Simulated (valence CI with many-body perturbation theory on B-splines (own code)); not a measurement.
## Energy levels of Zr³⁴⁺

Computed by valence CI with perturbative core correlation (CI+MBPT): four valence electrons over a frozen Dirac-Fock core [He], a basis of 9 s, 9 p, 8 d, 6 f, 3 g, 1 h functions for each j, with the one-electron correlation potential Σ1 (screened to all orders), the two-electron term Σ2, the three-electron term Σ3, Breit, model QED; selected single and double excitations, second order for the rest, scaled by the run's own slope (own B-spline code, finite nucleus).

No measured spectrum was set against this ion. As an estimate, large intervals hold to a few tenths of a per cent, small ones and those within an open d or f shell to about a per cent. Among the levels kept, up to 910 cm⁻¹ of a level comes from second order outside the variational space, and about a tenth of that is noise between levels of different J, which matters for small intervals.

Levels 1 to 45 of 59, with energies above the lowest level, (2s^2 2p1/2^2) J=0. "Leading %" is the weight of the configuration and term that name the level; weights of strongly mixed levels are sums over their largest components and can fall short, so below about 35 % the name and the second component can differ from the true leading terms, or belong to a minority configuration. In the jj column 3d3/2^4 stands for four electrons in 3d with j = 3/2. Lifetimes count E1, E2, E3, M1 and M2 decay at the calculated energies, and are blank where another channel may lead or the interval is too uncertain; long ones can be off by a factor of two.

```
No.  Configuration  Term  J  E (eV)  Leading %    Second component  Lifetime      g                Leading jj
  1        2s2 2p2    3P  0     0.0         76     23 % 2s2 2p2 1S                        2s^2 2p1/2^2 (98 %)
  2        2s2 2p2    3P  1    82.0        100                        253 ns  1.492  2s^2 2p1/2 2p3/2 (100 %)
  3        2s2 2p2    1D  2    93.7         56     44 % 2s2 2p2 3P    150 μs  1.211   2s^2 2p1/2 2p3/2 (98 %)
  4        2s2 2p2    3P  2   183.9         55     44 % 2s2 2p2 1D    126 ns  1.270       2s^2 2p3/2^2 (98 %)
  5         2s 2p3   5S°  2   198.4         60     30 % 2s 2p3 3P°    257 ps  1.751   2s 2p1/2^2 2p3/2 (84 %)
  6        2s2 2p2    1S  0   211.2         75     24 % 2s2 2p2 3P   69.4 ns              2s^2 2p3/2^2 (97 %)
  7         2s 2p3   3D°  1   245.3         50     24 % 2s 2p3 3P°   8.70 ps  0.963   2s 2p1/2^2 2p3/2 (91 %)
  8         2s 2p3   3D°  2   282.3         57     29 % 2s 2p3 5S°   30.4 ps  1.434   2s 2p1/2 2p3/2^2 (87 %)
  9         2s 2p3   3D°  3   304.1        100                       36.4 ps  1.323  2s 2p1/2 2p3/2^2 (100 %)
 10         2s 2p3   3P°  0   328.4        100                       9.25 ps         2s 2p1/2 2p3/2^2 (100 %)
 11         2s 2p3   3P°  1   336.3         39     34 % 2s 2p3 3D°   5.90 ps  1.270   2s 2p1/2 2p3/2^2 (93 %)
 12         2s 2p3   1D°  2   345.5         58     24 % 2s 2p3 3D°   5.47 ps  1.143   2s 2p1/2 2p3/2^2 (87 %)
 13         2s 2p3   3S°  1   353.3         37     30 % 2s 2p3 1P°   3.94 ps  1.483   2s 2p1/2 2p3/2^2 (92 %)
 14         2s 2p3   3P°  2   417.4         46     36 % 2s 2p3 1D°   7.47 ps  1.302         2s 2p3/2^3 (87 %)
 15         2s 2p3   1P°  1   455.6         52     28 % 2s 2p3 3S°   3.00 ps  1.247         2s 2p3/2^3 (92 %)
 16            2p4    3P  2   482.1         75         24 % 2p4 1D   4.70 ps  1.368    2p1/2^2 2p3/2^2 (98 %)
 17            2p4    1S  0   511.7         50         49 % 2p4 3P   3.65 ps           2p1/2^2 2p3/2^2 (96 %)
 18            2p4    3P  1   570.3        100                       3.16 ps  1.492     2p1/2 2p3/2^3 (100 %)
 19            2p4    1D  2   583.6         75         24 % 2p4 3P   3.81 ps  1.113      2p1/2 2p3/2^3 (99 %)
 20            2p4    3P  0   688.9         50         48 % 2p4 1S   2.48 ps                   2p3/2^4 (96 %)
 21      2s2 2p 3s   3P°  0  2557.8         98                       74.0 fs             2s^2 2p1/2 3s (98 %)
 22      2s2 2p 3s   3P°  1  2559.8         68  30 % 2s2 2p 3s 1P°   58.1 fs  1.340      2s^2 2p1/2 3s (98 %)
 23      2s2 2p 3p    3D  1  2596.1         71   23 % 2s2 2p 3p 1P   4.69 ps  0.664   2s^2 2p1/2 3p1/2 (98 %)
 24      2s2 2p 3p    3P  0  2614.9         72   25 % 2s2 2p 3p 1S   1.02 ps          2s^2 2p1/2 3p1/2 (96 %)
 25      2s2 2p 3p    3P  1  2628.5         41   29 % 2s2 2p 3p 3S    786 fs  1.489   2s^2 2p1/2 3p3/2 (93 %)
 26      2s2 2p 3p    3D  2  2631.2         61   23 % 2s2 2p 3p 1D   2.86 ps  1.170   2s^2 2p1/2 3p3/2 (97 %)
 27      2s2 2p 3s   3P°  2  2653.5         95                       49.1 fs  1.489      2s^2 2p3/2 3s (95 %)
 28      2s2 2p 3s   1P°  1  2658.4         68  30 % 2s2 2p 3s 3P°   46.4 fs  1.141      2s^2 2p3/2 3s (97 %)
 29      2s2 2p 3d   3F°  2  2665.0         74  20 % 2s2 2p 3d 1D°   54.3 fs  0.757   2s^2 2p1/2 3d3/2 (98 %)
 30      2s 2p2 3s    5P  1  2665.4         65   17 % 2s 2p2 3s 3S   87.6 fs  2.219      2s 2p1/2^2 3s (83 %)
 31      2s2 2p 3d   3D°  1  2678.3         53  26 % 2s2 2p 3d 1P°   6.07 fs  0.821   2s^2 2p1/2 3d3/2 (96 %)
 32      2s2 2p 3d   3P°  2  2680.6         44  34 % 2s2 2p 3d 3D°   9.57 fs  1.275   2s^2 2p1/2 3d5/2 (96 %)
 33      2s 2p2 3s    3P  0  2681.0         79   19 % 2s 2p2 3s 1S   74.3 fs             2s 2p1/2^2 3s (88 %)
 34      2s2 2p 3d   3F°  3  2681.3         54  23 % 2s2 2p 3d 1F°   11.1 fs  1.113   2s^2 2p1/2 3d5/2 (97 %)
 35      2s2 2p 3p    3P  1  2699.2         53   18 % 2s2 2p 3p 3S   1.06 ps  1.411   2s^2 2p3/2 3p1/2 (93 %)
 36      2s2 2p 3p    3D  2  2701.9         36   30 % 2s2 2p 3p 1D   1.55 ps  1.214   2s^2 2p3/2 3p1/2 (93 %)
 37      2s 2p2 3p   5D°  0  2704.0         66  32 % 2s 2p2 3p 3P°    403 fs          2s 2p1/2^2 3p1/2 (88 %)
 38      2s 2p2 3p   5D°  1  2705.3         36  27 % 2s 2p2 3p 3P°   95.4 fs  1.568   2s 2p1/2^2 3p1/2 (85 %)
 39      2s2 2p 3p    3D  3  2719.0         94                       2.47 ps  1.331   2s^2 2p3/2 3p3/2 (94 %)
 40      2s2 2p 3p    3S  1  2719.9         46   45 % 2s2 2p 3p 1P   2.30 ps  1.437   2s^2 2p3/2 3p3/2 (95 %)
 41      2s 2p2 3s    5P  2  2729.3         64   16 % 2s2 2p 3p 1D    113 fs  1.623  2s 2p1/2 2p3/2 3s (72 %)
 42      2s2 2p 3p    3P  2  2734.9         40   28 % 2s2 2p 3p 1D    271 fs  1.426   2s^2 2p3/2 3p3/2 (68 %)
 43      2s 2p2 3p   5D°  2  2736.0         31  31 % 2s 2p2 3p 5P°    480 fs  1.598   2s 2p1/2^2 3p3/2 (85 %)
 44      2s 2p2 3p   3D°  1  2740.7         43  15 % 2s 2p2 3p 1P°   22.5 fs  1.044   2s 2p1/2^2 3p3/2 (86 %)
 45      2s 2p2 3s    3P  1  2746.4         76   13 % 2s 2p2 3s 5P   54.0 fs  1.577  2s 2p1/2 2p3/2 3s (93 %)
```

The ionisation energy to 2s2 2p 2P°_1/2 of the next ion comes out as 4560.9 eV (NIST: 4553 ± 5 eV (semi-empirical)). All 59 levels together are meant to be complete up to 2785.4 eV.
